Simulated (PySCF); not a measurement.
CHCl₂F₃Si, SMILES FC(F)(F)[SiH](Cl)Cl.

The structure is a stationary point at PBE-D3(BJ)/def2-SVP.

Calculation: PySCF with PBE-D3(BJ)/def2-SVP.

Frequencies are harmonic and unscaled.

```tsv
mode	ν (cm⁻¹)	IR (km/mol)	moving atoms (share of kinetic energy)
1	40	0.0	F 72 %, Cl 27 %
2	95	2.0	Cl 52 %, F 40 %
3	123	2.6	F 47 %, Cl 39 %, Si 9 %
4	165	2.8	Cl 59 %, F 28 %, Si 9 %
5	249	0.1	F 69 %, Cl 18 %, C 8 %
6	267	1.2	F 45 %, Cl 35 %, Si 13 %
7	401	28.3	Si 57 %, F 34 %
8	509	2.0	F 91 %
9	510	8.9	F 85 %, C 8 %
10	534	51.0	Si 47 %, Cl 41 %
11	600	93.2	Si 55 %, Cl 34 %, H 9 %
12	718	21.8	F 70 %, H 18 %, C 11 %
13	761	124.7	H 67 %, F 18 %, Si 14 %
14	780	135.1	H 87 %, Si 12 %
15	1108	199.2	C 73 %, F 27 %
16	1126	184.4	C 73 %, F 26 %
17	1185	161.7	C 76 %, F 21 %
18	2229	65.5	H 96 %
```
